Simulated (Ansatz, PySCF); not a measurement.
Si(OH)(NH2)3 (H₇N₃OSi), SMILES N[Si](N)(O)N. Atoms are numbered in the order given.

```xyz
12

N     -1.0991     1.2655    -0.4786
Si    -0.0394     0.0030     0.0036
N      1.5351     0.5855     0.4431
N      0.0135    -1.0801    -1.3398
O     -0.6258    -0.7514     1.3790
H     -1.5248     1.9138     0.1727
H     -1.1311     1.5922    -1.4367
H      1.9657     1.3074    -0.1268
H      2.2400    -0.0556     0.7962
H     -0.8464    -1.5442    -1.6204
H      0.7965    -1.7234    -1.4075
H     -0.3568    -0.3254     2.2013
```

The structure is a stationary point at B3LYP-D3(BJ)/def2-SVP. One conformer was computed; it need not be the lowest.

Two levels are set side by side: PBE-D3(BJ)/def2-SVP (Ansatz, an electronic-structure program) and B3LYP-D3(BJ)/def2-SVP (Ansatz). Each level has its own optimised geometry; the coordinates shown are those of the second. Frequencies come from the Hessian of PySCF at each geometry. Differences are taken from unrounded values.

```csv
quantity,B3LYP-D3(BJ)
mean bond length (Å),1.264
bond N1–Si2 (Å),1.717
bond Si2–N3 (Å),1.735
bond Si2–N4 (Å),1.726
bond Si2–O5 (Å),1.675
bond N1–H6 (Å),1.013
bond N1–H7 (Å),1.013
bond N3–H8 (Å),1.016
bond N3–H9 (Å),1.016
bond N4–H10 (Å),1.017
bond N4–H11 (Å),1.016
bond O5–H12 (Å),0.964
highest harmonic wavenumber (cm⁻¹),3868
mean harmonic wavenumber (cm⁻¹),1347
zero-point energy (kcal/mol),57.77
```

Task: What does PBE-D3(BJ) give, and how far is it from B3LYP-D3(BJ)? (Estimate from the structure and the level; the computed values follow.)

Result: 
| quantity | PBE-D3(BJ) | PBE-D3(BJ) minus B3LYP-D3(BJ) |
|---|---|---|
| mean bond length (Å) | 1.274 | 0.009 |
| bond N1–Si2 (Å) | 1.729 | 0.011 |
| bond Si2–N3 (Å) | 1.748 | 0.013 |
| bond Si2–N4 (Å) | 1.737 | 0.011 |
| bond Si2–O5 (Å) | 1.687 | 0.013 |
| bond N1–H6 (Å) | 1.021 | 0.008 |
| bond N1–H7 (Å) | 1.021 | 0.008 |
| bond N3–H8 (Å) | 1.023 | 0.008 |
| bond N3–H9 (Å) | 1.024 | 0.008 |
| bond N4–H10 (Å) | 1.024 | 0.008 |
| bond N4–H11 (Å) | 1.023 | 0.008 |
| bond O5–H12 (Å) | 0.973 | 0.009 |
| highest harmonic wavenumber (cm⁻¹) | 3752 | -115 |
| mean harmonic wavenumber (cm⁻¹) | 1319 | -28 |
| zero-point energy (kcal/mol) | 56.56 | -1.21 |

Exact exchange shortens and stiffens bonds; PBE has none. Differences between two approximate levels are no errors against the true value.
